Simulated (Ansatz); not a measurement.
Ansatz (a quantum-chemistry and plane-wave program) input (B3LYP-D3(BJ)/def2-TZVP):

Ansatz 0.2 input:
```yaml
crystal:
  periodic: [false, false, false]
  atoms:
    - {symbol: F, position_ang: [1.00312475, -0.21259832, 1.66046507]}
    - {symbol: C, position_ang: [0.82365139, -0.30798279, 0.44756352]}
    - {symbol: C, position_ang: [-0.29770210, 0.08564303, -0.33800353]}
    - {symbol: F, position_ang: [-0.23531034, 1.15498915, -1.00873377]}
    - {symbol: F, position_ang: [-1.11844727, -0.79416432, -0.72477130]}
basis:
  gaussian:
    orbitals: def2-TZVP
hamiltonian:
  xc: b3lyp
  dispersion: d3bj
total_charge: 1
phonons: {temperatures: {t_min: 298.15, t_max: 298.15, t_step: 100}}
```

Output:

```
Functional definition: B3LYP
integrals: 0.05 GiB planned
828 factors; their error is unknown
mean field: 0.52 GiB planned
mean field evaluation 1: about -10209.4348 eV, gradient 6.6e1 eV
mean field evaluation 2: about -10197.5449 eV, gradient 1.1e2 eV
mean field evaluation 4: about -10214.7807 eV, gradient 3.9e0 eV
mean field evaluation 8: about -10214.8184 eV, gradient 3.6e-2 eV
mean field evaluation 16: about -10214.8438 eV, gradient 7.5e-5 eV
mean field -10214.84375225 eV, -375.3885840253 hartree, gradient 1.1e-5 eV, S^2 0.000000; 0 other end points of the search recorded, 0 dependent functions left out
the calculation of the forces begins
reference -10214.84392770 eV, -375.3885904729 hartree; 19, 19 occupied and 136, 136 virtual orbitals, 828 factors
these checks for a lower state are left out or cut short: stability, starts, cluster_reference, orbital_swaps, neighbouring_geometries, increment
integrals: 0.05 GiB planned
828 factors; their error is unknown
mean field: 0.53 GiB planned
mean field -10214.84375320 eV, -375.3885840605 hartree, gradient 1.8e-6 eV, S^2 0.000000; 0 other end points of the search recorded, 0 dependent functions left out
the calculation of the forces begins
reference -10214.84392867 eV, -375.3885905087 hartree; 19, 19 occupied and 136, 136 virtual orbitals, 828 factors
these checks for a lower state are left out or cut short: stability, starts, cluster_reference, orbital_swaps, neighbouring_geometries, increment
integrals: 0.05 GiB planned
828 factors; their error is unknown
mean field: 0.52 GiB planned
mean field evaluation 32: about -10214.8437 eV, gradient 6.4e-3 eV
mean field -10214.84372613 eV, -375.3885830656 hartree, gradient 1.8e-6 eV, S^2 0.000000; 0 other end points of the search recorded, 0 dependent functions left out
the calculation of the forces begins
reference -10214.84390157 eV, -375.3885895127 hartree; 19, 19 occupied and 136, 136 virtual orbitals, 828 factors
these checks for a lower state are left out or cut short: stability, starts, cluster_reference, orbital_swaps, neighbouring_geometries, increment
integrals: 0.05 GiB planned
828 factors; their error is unknown
mean field: 0.52 GiB planned
mean field -10214.84366562 eV, -375.3885808418 hartree, gradient 1.8e-6 eV, S^2 0.000000; 0 other end points of the search recorded, 0 dependent functions left out
the calculation of the forces begins
reference -10214.84384106 eV, -375.3885872892 hartree; 19, 19 occupied and 136, 136 virtual orbitals, 828 factors
these checks for a lower state are left out or cut short: stability, starts, cluster_reference, orbital_swaps, neighbouring_geometries, increment
integrals: 0.05 GiB planned
828 factors; their error is unknown
mean field: 0.52 GiB planned
mean field -10214.84363460 eV, -375.3885797020 hartree, gradient 1.8e-6 eV, S^2 0.000000; 0 other end points of the search recorded, 0 dependent functions left out
the calculation of the forces begins
reference -10214.84381006 eV, -375.3885861499 hartree; 19, 19 occupied and 136, 136 virtual orbitals, 828 factors
these checks for a lower state are left out or cut short: stability, starts, cluster_reference, orbital_swaps, neighbouring_geometries, increment
integrals: 0.05 GiB planned
828 factors; their error is unknown
mean field: 0.52 GiB planned
mean field -10214.84371962 eV, -375.3885828261 hartree, gradient 1.8e-6 eV, S^2 0.000000; 0 other end points of the search recorded, 0 dependent functions left out
the calculation of the forces begins
reference -10214.84389512 eV, -375.3885892756 hartree; 19, 19 occupied and 136, 136 virtual orbitals, 828 factors
these checks for a lower state are left out or cut short: stability, starts, cluster_reference, orbital_swaps, neighbouring_geometries, increment
integrals: 0.05 GiB planned
828 factors; their error is unknown
mean field: 0.52 GiB planned
mean field evaluation 64: about -10214.8437 eV, gradient 1.8e-6 eV
mean field -10214.84370356 eV, -375.3885822360 hartree, gradient 1.8e-6 eV, S^2 0.000000; 0 other end points of the search recorded, 0 dependent functions left out
the calculation of the forces begins
reference -10214.84387895 eV, -375.3885886817 hartree; 19, 19 occupied and 136, 136 virtual orbitals, 828 factors
these checks for a lower state are left out or cut short: stability, starts, cluster_reference, orbital_swaps, neighbouring_geometries, increment
integrals: 0.05 GiB planned
828 factors; their error is unknown
mean field: 0.52 GiB planned
mean field -10214.84362369 eV, -375.3885793010 hartree, gradient 1.9e-6 eV, S^2 0.000000; 0 other end points of the search recorded, 0 dependent functions left out
the calculation of the forces begins
reference -10214.84379918 eV, -375.3885857502 hartree; 19, 19 occupied and 136, 136 virtual orbitals, 828 factors
these checks for a lower state are left out or cut short: stability, starts, cluster_reference, orbital_swaps, neighbouring_geometries, increment
integrals: 0.05 GiB planned
828 factors; their error is unknown
mean field: 0.52 GiB planned
mean field -10214.84361674 eV, -375.3885790456 hartree, gradient 1.8e-6 eV, S^2 0.000000; 0 other end points of the search recorded, 0 dependent functions left out
the calculation of the forces begins
reference -10214.84379215 eV, -375.3885854916 hartree; 19, 19 occupied and 136, 136 virtual orbitals, 828 factors
these checks for a lower state are left out or cut short: stability, starts, cluster_reference, orbital_swaps, neighbouring_geometries, increment
integrals: 0.05 GiB planned
828 factors; their error is unknown
mean field: 0.52 GiB planned
mean field -10214.84364624 eV, -375.3885801296 hartree, gradient 1.8e-6 eV, S^2 0.000000; 0 other end points of the search recorded, 0 dependent functions left out
the calculation of the forces begins
reference -10214.84382162 eV, -375.3885865747 hartree; 19, 19 occupied and 136, 136 virtual orbitals, 828 factors
these checks for a lower state are left out or cut short: stability, starts, cluster_reference, orbital_swaps, neighbouring_geometries, increment
integrals: 0.05 GiB planned
828 factors; their error is unknown
mean field: 0.52 GiB planned
mean field -10214.84365440 eV, -375.3885804294 hartree, gradient 1.8e-6 eV, S^2 0.000000; 0 other end points of the search recorded, 0 dependent functions left out
the calculation of the forces begins
reference -10214.84382992 eV, -375.3885868796 hartree; 19, 19 occupied and 136, 136 virtual orbitals, 828 factors
these checks for a lower state are left out or cut short: stability, starts, cluster_reference, orbital_swaps, neighbouring_geometries, increment
integrals: 0.05 GiB planned
828 factors; their error is unknown
mean field: 0.52 GiB planned
mean field evaluation 96: about -10214.8179 eV, gradient 5.0e-1 eV
mean field -10214.84356418 eV, -375.3885771139 hartree, gradient 1.8e-6 eV, S^2 0.000000; 0 other end points of the search recorded, 0 dependent functions left out
the calculation of the forces begins
reference -10214.84373961 eV, -375.3885835609 hartree; 19, 19 occupied and 136, 136 virtual orbitals, 828 factors
these checks for a lower state are left out or cut short: stability, starts, cluster_reference, orbital_swaps, neighbouring_geometries, increment
integrals: 0.05 GiB planned
828 factors; their error is unknown
mean field: 0.53 GiB planned
mean field -10214.84356977 eV, -375.3885773194 hartree, gradient 1.8e-6 eV, S^2 0.000000; 0 other end points of the search recorded, 0 dependent functions left out
the calculation of the forces begins
reference -10214.84374523 eV, -375.3885837676 hartree; 19, 19 occupied and 136, 136 virtual orbitals, 828 factors
these checks for a lower state are left out or cut short: stability, starts, cluster_reference, orbital_swaps, neighbouring_geometries, increment
integrals: 0.05 GiB planned
828 factors; their error is unknown
mean field: 0.52 GiB planned
mean field -10214.84372975 eV, -375.3885831987 hartree, gradient 1.8e-6 eV, S^2 0.000000; 0 other end points of the search recorded, 0 dependent functions left out
the calculation of the forces begins
reference -10214.84390521 eV, -375.3885896467 hartree; 19, 19 occupied and 136, 136 virtual orbitals, 828 factors
these checks for a lower state are left out or cut short: stability, starts, cluster_reference, orbital_swaps, neighbouring_geometries, increment
integrals: 0.05 GiB planned
828 factors; their error is unknown
mean field: 0.52 GiB planned
mean field -10214.84373956 eV, -375.3885835590 hartree, gradient 1.8e-6 eV, S^2 0.000000; 0 other end points of the search recorded, 0 dependent functions left out
the calculation of the forces begins
reference -10214.84391500 eV, -375.3885900062 hartree; 19, 19 occupied and 136, 136 virtual orbitals, 828 factors
these checks for a lower state are left out or cut short: stability, starts, cluster_reference, orbital_swaps, neighbouring_geometries, increment
integrals: 0.05 GiB planned
828 factors; their error is unknown
mean field: 0.52 GiB planned
mean field evaluation 128: about -10214.8436 eV, gradient 6.4e-3 eV
mean field -10214.84363389 eV, -375.3885796759 hartree, gradient 1.8e-6 eV, S^2 0.000000; 0 other end points of the search recorded, 0 dependent functions left out
the calculation of the forces begins
reference -10214.84380937 eV, -375.3885861244 hartree; 19, 19 occupied and 136, 136 virtual orbitals, 828 factors
these checks for a lower state are left out or cut short: stability, starts, cluster_reference, orbital_swaps, neighbouring_geometries, increment
integrals: 0.05 GiB planned
828 factors; their error is unknown
mean field: 0.53 GiB planned
mean field -10214.84361194 eV, -375.3885788691 hartree, gradient 1.8e-6 eV, S^2 0.000000; 0 other end points of the search recorded, 0 dependent functions left out
the calculation of the forces begins
reference -10214.84378737 eV, -375.3885853159 hartree; 19, 19 occupied and 136, 136 virtual orbitals, 828 factors
these checks for a lower state are left out or cut short: stability, starts, cluster_reference, orbital_swaps, neighbouring_geometries, increment
integrals: 0.05 GiB planned
828 factors; their error is unknown
mean field: 0.53 GiB planned
mean field -10214.84368375 eV, -375.3885815080 hartree, gradient 1.8e-6 eV, S^2 0.000000; 0 other end points of the search recorded, 0 dependent functions left out
the calculation of the forces begins
reference -10214.84385918 eV, -375.3885879549 hartree; 19, 19 occupied and 136, 136 virtual orbitals, 828 factors
these checks for a lower state are left out or cut short: stability, starts, cluster_reference, orbital_swaps, neighbouring_geometries, increment
integrals: 0.05 GiB planned
828 factors; their error is unknown
mean field: 0.52 GiB planned
mean field -10214.84370792 eV, -375.3885823964 hartree, gradient 1.8e-6 eV, S^2 0.000000; 0 other end points of the search recorded, 0 dependent functions left out
the calculation of the forces begins
reference -10214.84388339 eV, -375.3885888447 hartree; 19, 19 occupied and 136, 136 virtual orbitals, 828 factors
Total energy: -10214.94879191 eV, -375.3924441618 hartree
Atom 0 at     1.003125    -0.212598     1.660465 Å, force    -0.000089     0.000066     0.000175 eV/Å
Atom 1 at     0.823651    -0.307983     0.447564 Å, force     0.000164    -0.000112    -0.000257 eV/Å
Atom 2 at    -0.297702     0.085643    -0.338004 Å, force    -0.000078     0.000051     0.000107 eV/Å
Atom 3 at    -0.235310     1.154989    -1.008734 Å, force     0.000041     0.000083    -0.000025 eV/Å
Atom 4 at    -1.118447    -0.794164    -0.724771 Å, force    -0.000037    -0.000089     0.000000 eV/Å
Dipole moment:     0.118306    -0.022334     0.214635 e Å
Vibrations: 157.78 295.65 466.79 480.28 620.68 815.39 1373.10 1473.72 1679.01 cm⁻¹, zero-point energy 0.456411 eV
```
